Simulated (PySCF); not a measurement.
**Electron correlation in Cl⁺ (chlorine, charge +1)**

[Ne] 3s2 3p4, high-spin 3P determinant. Calculation: PySCF 2.14, in cc-pVTZ-DK (5s4p2d1f, 34 functions); the spin-free X2C one-electron Hamiltonian (Gaussian nucleus). Frozen: [Ne]; 6 electrons correlated.

MP2 pair energies summed by pair of shells (mhartree):

```
 pair  energy  share (%)
3p-3p  -57.48       46.5
3s-3p  -56.50       45.7
3s-3s   -9.62        7.8
```

Total MP2 correlation energy: -123.60 mhartree.

Same-spin part -28.52 and opposite-spin part -95.08 mhartree; SCS-MP2 scales them by 1/3 and 6/5 to -123.60 mhartree.

```csv
level,correlation energy (mhartree)
CCSD,-147.76
(T),-4.19
CCSD(T),-151.95
```

Diagnostics: T1 = 0.0083, D1 = 0.0267, largest double amplitude 0.056.

Cost of the coupled-cluster step: 0.64 s of wall time on 1 thread of Intel(R) Xeon(R) Platinum 8259CL CPU @ 2.50GHz (shared host), for 6 correlated electrons.

Iterations:

```
CC2 = 0
CCSD nocc = (np.int64(4), np.int64(2)), nmo = (29, 29)
frozen orbitals [[0, 1, 2, 3, 4], [0, 1, 2, 3, 4]]
max_cycle = 100
direct = 0
conv_tol = 1e-08
conv_tol_normt = 1e-06
diis_space = 8
diis_start_cycle = 0
Init t2, MP2 energy = -0.123600421982116
Init E_corr(UCCSD) = -0.123600422015469
cycle = 1  E_corr(UCCSD) = -0.14209736148248  dE = -0.0184969395  norm(t1,t2) = 0.0407911
cycle = 2  E_corr(UCCSD) = -0.146040162204945  dE = -0.00394280072  norm(t1,t2) = 0.0131438
cycle = 3  E_corr(UCCSD) = -0.14781499871898  dE = -0.00177483651  norm(t1,t2) = 0.00519575
cycle = 4  E_corr(UCCSD) = -0.147760502443307  dE = 5.44962757e-05  norm(t1,t2) = 0.000601227
cycle = 5  E_corr(UCCSD) = -0.14776271768249  dE = -2.21523918e-06  norm(t1,t2) = 8.30725e-05
cycle = 6  E_corr(UCCSD) = -0.147762645100749  dE = 7.25817408e-08  norm(t1,t2) = 1.58322e-05
cycle = 7  E_corr(UCCSD) = -0.147762896146755  dE = -2.51046005e-07  norm(t1,t2) = 3.36717e-06
cycle = 8  E_corr(UCCSD) = -0.147762791405437  dE = 1.04741318e-07  norm(t1,t2) = 8.70539e-07
cycle = 9  E_corr(UCCSD) = -0.147762810127227  dE = -1.87217898e-08  norm(t1,t2) = 1.53875e-07
cycle = 10  E_corr(UCCSD) = -0.147762808673708  dE = 1.45351867e-09  norm(t1,t2) = 2.77956e-08
UCCSD converged
E(UCCSD) = -460.6099696824596  E_corr = -0.1477628086737082
UCCSD(T) correction = -0.00418630680407836
```
